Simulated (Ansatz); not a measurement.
Single points on Fe₂S⁺.

```yaml
crystal:
  periodic: [false, false, false]
  atoms:
    - {symbol: Fe, position_ang: [-1.134074, 0.792827, 1.641302]}
    - {symbol: Fe, position_ang: [-1.366652, 1.490778, -0.621538]}
    - {symbol: S, position_ang: [-0.021374, 0.023695, -0.011564]}
basis:
  gaussian: {orbitals: 6-31G}
total_charge: 1
magnetization: {spin_polarized: true, initial_magnetization: 3}
hamiltonian: {xc: hf}
scf: {omitted_lower_state_checks: [starts]}
output: {orbitals: {seedname: orbitals}}
```

The file start.molden holds the orbitals of an earlier run on this structure, at another level or in another basis.

```sh
$ ansatz run in.yaml --threads 4 --pin off --events-out ev --progress --plain --max-ram 3916MiB
```

Shortened log:

```
Functional definition: HF
696 factors; integrals over basis functions are off by at most 2.9e-4 eV
mean field evaluation 1: about -79445.8047 eV, gradient 1.1e2 eV
mean field evaluation 2: about -79446.0541 eV, gradient 1.1e2 eV
mean field evaluation 4: about -79458.2914 eV, gradient 9.9e1 eV
mean field evaluation 8: about -79495.0837 eV, gradient 7.6e0 eV
mean field evaluation 16: about -79499.1537 eV, gradient 1.5e0 eV
mean field evaluation 32: about -79500.5538 eV, gradient 8.0e-5 eV
mean field evaluation 64: about -79500.6931 eV, gradient 1.0e-1 eV
mean field -79500.69487428 eV, -2921.5966491234 hartree, gradient 3.9e-6 eV, S^2 6.499840; 2 other end points of the search recorded, 0 dependent functions left out
reference -79500.69487428 eV, -2921.5966491234 hartree; 35, 32 occupied and 36, 39 virtual orbitals, 696 factors
Total energy: -79500.69487428 eV, -2921.5966491234 hartree
Checks for a lower state left out: starts
```

Run time 5.5 s (4 threads of Arm Neoverse V2 on a shared host).

As the first input, with `gaussian: {orbitals: def2-TZVP, initial_orbitals: start.molden}`, `hamiltonian: {xc: {name: CAM-B3LYP}, dispersion: d4}` (abridged; 60 s):

```
Functional definition: CAM-B3LYP
mean field evaluation 16: about -79606.7081 eV, gradient 3.6e-1 eV
mean field evaluation 32: about -79606.7462 eV, gradient 4.8e-2 eV
mean field -79606.74712911 eV, -2925.4939976036 hartree, gradient 2.0e-6 eV, S^2 5.647153; 1 other end points of the search recorded, 0 dependent functions left out
Total energy: -79606.82892471 eV, -2925.4970035363 hartree
Checks for a lower state left out: starts
```

As the first input, with `gaussian: {orbitals: def2-TZVP, initial_orbitals: start.molden}`, `hamiltonian: {xc: pbe, dispersion: d4}` and without the key `scf` (abridged; 94 s):

```
Functional definition: PBE
mean field evaluation 16: about -79586.6802 eV, gradient 1.6e-5 eV
mean field evaluation 32: about -79584.8807 eV, gradient 7.9e0 eV
mean field evaluation 64: about -79471.6132 eV, gradient 8.3e1 eV
mean field evaluation 96: about -79455.4101 eV, gradient 9.0e1 eV
mean field evaluation 128: about -79468.3549 eV, gradient 8.7e1 eV
mean field evaluation 160: about -79561.4820 eV, gradient 3.4e1 eV
mean field evaluation 192: about -79586.6285 eV, gradient 8.8e-2 eV
mean field evaluation 224: about -79585.4705 eV, gradient 4.6e0 eV
mean field evaluation 256: about -79295.5810 eV, gradient 2.5e2 eV
mean field evaluation 288: about -79586.6155 eV, gradient 2.0e-1 eV
mean field evaluation 320: about -79586.6267 eV, gradient 6.7e-2 eV
mean field evaluation 352: about -79585.7065 eV, gradient 1.4e1 eV
mean field evaluation 384: about -79583.9109 eV, gradient 1.2e1 eV
mean field evaluation 416: about -79586.6262 eV, gradient 1.2e-6 eV
mean field evaluation 448: about -79586.5713 eV, gradient 1.0e0 eV
mean field evaluation 480: about -79586.0989 eV, gradient 5.7e-1 eV
mean field evaluation 512: about -79586.5938 eV, gradient 5.4e-2 eV
mean field evaluation 544: about -79584.4915 eV, gradient 9.7e0 eV
mean field evaluation 576: about -79584.8461 eV, gradient 1.4e1 eV
mean field evaluation 608: about -79585.3154 eV, gradient 1.5e1 eV
mean field evaluation 640: about -79585.8992 eV, gradient 1.1e0 eV
mean field evaluation 672: about -79586.3165 eV, gradient 7.1e0 eV
mean field evaluation 704: about -79586.6757 eV, gradient 7.9e-1 eV
mean field -79586.68021369 eV, -2924.7565520636 hartree, gradient 8.8e-6 eV, S^2 5.340512; 23 other end points of the search recorded, 0 dependent functions left out
Total energy: -79586.77230979 eV, -2924.7599365330 hartree
```

As the first input, with `gaussian: {orbitals: def2-TZVP, initial_orbitals: start.molden}`, `correlation: {method: ccsd_t}`, `scf: {omitted_lower_state_checks: [starts, cluster_reference]}` and without the key `hamiltonian` (abridged; 6.6 min):

```
Functional definition: HF
mean field evaluation 16: about -79514.2239 eV, gradient 2.9e-6 eV
mean field evaluation 32: about -79514.3543 eV, gradient 5.3e-2 eV
mean field -79514.35431488 eV, -2922.0986243066 hartree, gradient 3.7e-6 eV, S^2 6.452504; 1 other end points of the search recorded, 0 dependent functions left out
15 core orbitals not correlated: weight in the atoms' cores, before any rotation towards them, 1.000 or more for the frozen orbitals, at most 0.000 for the correlated occupied ones
second order -27.31785059 eV of doubles, -0.00000000 eV of singles
cycle   1  -26.06898497 eV  change     1.2e0 eV  update   2.1e-1
cycle   2  -27.27001869 eV  change    -1.2e0 eV  update   8.8e-2
cycle   3  -27.76667982 eV  change   -5.0e-1 eV  update   8.6e-2
cycle   4  -28.02759821 eV  change   -2.6e-1 eV  update   5.6e-2
cycle   5  -28.15921072 eV  change   -1.3e-1 eV  update   3.6e-2
cycle   6  -28.28148338 eV  change   -1.2e-1 eV  update   2.1e-2
cycle   7  -28.34855783 eV  change   -6.7e-2 eV  update   1.5e-2
cycle   8  -28.38952991 eV  change   -4.1e-2 eV  update   1.1e-2
[...]
cycle  53  -28.48232074 eV  change   -4.3e-5 eV  update   4.2e-5
cycle  54  -28.48233836 eV  change   -1.8e-5 eV  update   4.0e-5
cycle  55  -28.48236107 eV  change   -2.3e-5 eV  update   3.8e-5
cycle  56  -28.48236359 eV  change   -2.5e-6 eV  update   3.6e-5
cycle  57  -28.48236363 eV  change   -3.7e-8 eV  update   3.4e-5
cycle  58  -28.48232255 eV  change    4.1e-5 eV  update   3.1e-5
cycle  59  -28.48229892 eV  change    2.4e-5 eV  update   2.8e-5
cycle  60  -28.48225559 eV  change    4.3e-5 eV  update   2.6e-5
cycle  61  -28.48225301 eV  change    2.6e-6 eV  update   2.3e-5
perturbative correction -1.60583436 eV, -0.0590133241 hartree
WARN: the results are in doubt because among natural orbitals the method converges to other amplitudes
Total energy: -79544.44240224 eV, -2923.2043411229 hartree
In doubt: among natural orbitals the method converges to other amplitudes
Checks for a lower state left out: starts, cluster_reference
```

As the first input, with `gaussian: {orbitals: def2-TZVP, initial_orbitals: start.molden}`, `hamiltonian: {xc: pbe}`, `correlation: {method: rpa}` and without the key `output` (abridged; 4 s):

```
Functional definition: PBE
mean field -79586.68019734 eV, -2924.7565514628 hartree, gradient 2.8e-6 eV, S^2 5.340514
15 core orbitals not correlated: weight in the atoms' cores, before any rotation towards them, 1.000 or more for the frozen orbitals, at most 0.000 for the correlated occupied ones
Total energy: -79554.94982203 eV, -2923.5904816777 hartree
Checks for a lower state left out: starts
```

As the first input, with `gaussian: {orbitals: def2-TZVP, initial_orbitals: start.molden}`, `hamiltonian: {xc: r2scan, dispersion: d4}` (abridged; 40 s):

```
Functional definition: r2SCAN
mean field evaluation 16: about -79601.8842 eV, gradient 1.4e-1 eV
mean field evaluation 32: about -79601.8921 eV, gradient 3.2e-4 eV
mean field -79601.89207524 eV, -2925.3155776648 hartree, gradient 4.6e-6 eV, S^2 5.568458; 1 other end points of the search recorded, 0 dependent functions left out
Total energy: -79601.90829128 eV, -2925.3161735931 hartree
Checks for a lower state left out: starts
```

The first input with `hamiltonian: {xc: {name: B3LYP}, dispersion: d4}` (abridged; 8 s):

```
Functional definition: B3LYP
mean field evaluation 16: about -79593.1929 eV, gradient 2.6e-1 eV
mean field evaluation 32: about -79593.4001 eV, gradient 2.6e-1 eV
mean field -79593.47962177 eV, -2925.0064257020 hartree, gradient 5.7e-6 eV, S^2 5.716971
Total energy: -79593.63508073 eV, -2925.0121387134 hartree
Checks for a lower state left out: starts
```

Geometry: r2SCAN-D4/def2-TZVP.

The 6-31G sets use Cartesian d functions. B3LYP takes the VWN-RPA correlation. Correlated methods freeze 15 core orbitals; core or outer-core shells of Fe are correlated, in sets that lack core-valence functions. At HF/6-31G, CAM-B3LYP-D4/def2-TZVP, PBE-D4/def2-TZVP, CCSD(T)/def2-TZVP and others the charge 1 quartet is spin-contaminated (final ⟨S²⟩ up to 6.50, 3.75 for a pure state). At CCSD(T)/def2-TZVP the program marks the result for the charge 1 quartet as doubtful (other amplitudes). At CCSD(T)/def2-TZVP T1 of the charge 1 quartet is large (up to 0.085), so the single-reference result is doubtful. At PBE-D4/def2-TZVP a doublet of charge 1 lies 0.63 eV below the quartet, each at its own geometry. The structure comes from a short search, and lower isomers may exist.
